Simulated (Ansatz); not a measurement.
`N#[C][Sn]([F])([F])[C]#N` + silanol → `N#CO[SiH3]` + `N#[C][SnH]([F])[F]`  (substitution at a C–Sn bond)

Calculated with Ansatz (gas phase, PBE0-D4/def2-TZVP geometries, no zero-point term in ΔE). CBS: MP2 limit from def2 TZ/QZ plus the TZ coupled-cluster correction, frozen cores. DFT in def2-TZVPP. B3LYP here is the variant with VWN-RPA as its local correlation; programs differ in this. HSE06 is defined as in plane-wave codes. def2 core potentials past Kr. For Sn outer-core shells are correlated without core-valence functions, which leaves a few kJ/mol of doubt a bond.

```json
{"level": "LDA (SPW92)", "ΔE (kJ/mol)": "29.2", "difference from CCSD(T)/CBS": "-47.9"}
{"level": "PBE-D4", "ΔE (kJ/mol)": "46.9", "difference from CCSD(T)/CBS": "-30.2"}
{"level": "revPBE-D4", "ΔE (kJ/mol)": "49.5", "difference from CCSD(T)/CBS": "-27.6"}
{"level": "BLYP-D4", "ΔE (kJ/mol)": "51.1", "difference from CCSD(T)/CBS": "-26.0"}
{"level": "r2SCAN-D4", "ΔE (kJ/mol)": "51.9", "difference from CCSD(T)/CBS": "-25.2"}
{"level": "B97M-V", "ΔE (kJ/mol)": "53.7", "difference from CCSD(T)/CBS": "-23.4"}
{"level": "PBE0-D4", "ΔE (kJ/mol)": "49.9", "difference from CCSD(T)/CBS": "-27.2"}
{"level": "B3LYP-D4", "ΔE (kJ/mol)": "52.3", "difference from CCSD(T)/CBS": "-24.8"}
{"level": "r2SCANh-D4", "ΔE (kJ/mol)": "52.3", "difference from CCSD(T)/CBS": "-24.8"}
{"level": "r2SCAN0-D4", "ΔE (kJ/mol)": "52.7", "difference from CCSD(T)/CBS": "-24.4"}
{"level": "BHLYP-D4", "ΔE (kJ/mol)": "55.8", "difference from CCSD(T)/CBS": "-21.3"}
{"level": "CAM-B3LYP-D4", "ΔE (kJ/mol)": "52.5", "difference from CCSD(T)/CBS": "-24.6"}
{"level": "ωB97X-V", "ΔE (kJ/mol)": "57.4", "difference from CCSD(T)/CBS": "-19.7"}
{"level": "ωB97M-V", "ΔE (kJ/mol)": "62.6", "difference from CCSD(T)/CBS": "-14.5"}
{"level": "B2PLYP", "ΔE (kJ/mol)": "62.5", "difference from CCSD(T)/CBS": "-14.6"}
{"level": "PBE", "ΔE (kJ/mol)": "46.1", "difference from CCSD(T)/CBS": "-31.0"}
{"level": "revPBE", "ΔE (kJ/mol)": "50.1", "difference from CCSD(T)/CBS": "-27.0"}
{"level": "BLYP", "ΔE (kJ/mol)": "49.9", "difference from CCSD(T)/CBS": "-27.2"}
{"level": "r2SCAN", "ΔE (kJ/mol)": "51.7", "difference from CCSD(T)/CBS": "-25.4"}
{"level": "PBE0", "ΔE (kJ/mol)": "49.1", "difference from CCSD(T)/CBS": "-28.0"}
{"level": "B3LYP", "ΔE (kJ/mol)": "51.0", "difference from CCSD(T)/CBS": "-26.1"}
{"level": "r2SCANh", "ΔE (kJ/mol)": "52.0", "difference from CCSD(T)/CBS": "-25.1"}
{"level": "HSE06", "ΔE (kJ/mol)": "49.1", "difference from CCSD(T)/CBS": "-28.0"}
{"level": "BHLYP", "ΔE (kJ/mol)": "53.8", "difference from CCSD(T)/CBS": "-23.3"}
{"level": "CAM-B3LYP", "ΔE (kJ/mol)": "51.5", "difference from CCSD(T)/CBS": "-25.6"}
{"level": "LC-ωPBE", "ΔE (kJ/mol)": "54.5", "difference from CCSD(T)/CBS": "-22.6"}
{"level": "RPA@PBE/def2-TZVPP", "ΔE (kJ/mol)": "74.6", "difference from CCSD(T)/CBS": "-2.5"}
{"level": "MP2/def2-SVP", "ΔE (kJ/mol)": "58.7", "difference from CCSD(T)/CBS": "-18.4"}
{"level": "CCSD(T)/def2-SVP", "ΔE (kJ/mol)": "54.0", "difference from CCSD(T)/CBS": "-23.1"}
{"level": "HF/def2-TZVPP", "ΔE (kJ/mol)": "58.6", "difference from CCSD(T)/CBS": "-18.5"}
{"level": "MP2/def2-TZVPP", "ΔE (kJ/mol)": "78.5", "difference from CCSD(T)/CBS": "1.4"}
{"level": "SCS-MP2/def2-TZVPP", "ΔE (kJ/mol)": "77.4", "difference from CCSD(T)/CBS": "0.3"}
{"level": "CCSD/def2-TZVPP", "ΔE (kJ/mol)": "73.2", "difference from CCSD(T)/CBS": "-3.9"}
{"level": "CCSD(T)/def2-TZVPP", "ΔE (kJ/mol)": "74.8", "difference from CCSD(T)/CBS": "-2.3"}
{"level": "HF/def2-QZVPP", "ΔE (kJ/mol)": "59.0", "difference from CCSD(T)/CBS": "-18.1"}
{"level": "MP2/def2-QZVPP", "ΔE (kJ/mol)": "80.0", "difference from CCSD(T)/CBS": "2.9"}
{"level": "SCS-MP2/def2-QZVPP", "ΔE (kJ/mol)": "79.2", "difference from CCSD(T)/CBS": "2.1"}
{"level": "HF/CBS(def2)", "ΔE (kJ/mol)": "59.1", "difference from CCSD(T)/CBS": "-18.0"}
{"level": "MP2/CBS(def2)", "ΔE (kJ/mol)": "80.8", "difference from CCSD(T)/CBS": "3.7"}
{"level": "CCSD/CBS(def2)", "ΔE (kJ/mol)": "75.5", "difference from CCSD(T)/CBS": "-1.6"}
{"level": "CCSD(T)/CBS", "ΔE (kJ/mol)": "77.1", "difference from CCSD(T)/CBS": "0"}
```

Largest T1 diagnostic among the species: 0.015.

At CCSD(T), def2-SVP lies −23.1 kJ/mol from the extrapolated value and def2-TZVPP −2.3 kJ/mol. Leaving LDA and LC-ωPBE aside and taking each functional with its dispersion term where it has one, the values spread over 15.7 kJ/mol, from PBE-D4 to ωB97M-V. LDA lies −16.9 kJ/mol from PBE without D4. From PBE to PBE0 (25 % exact exchange), in def2-TZVPP and without D4, ΔE moves by +3.0 kJ/mol.
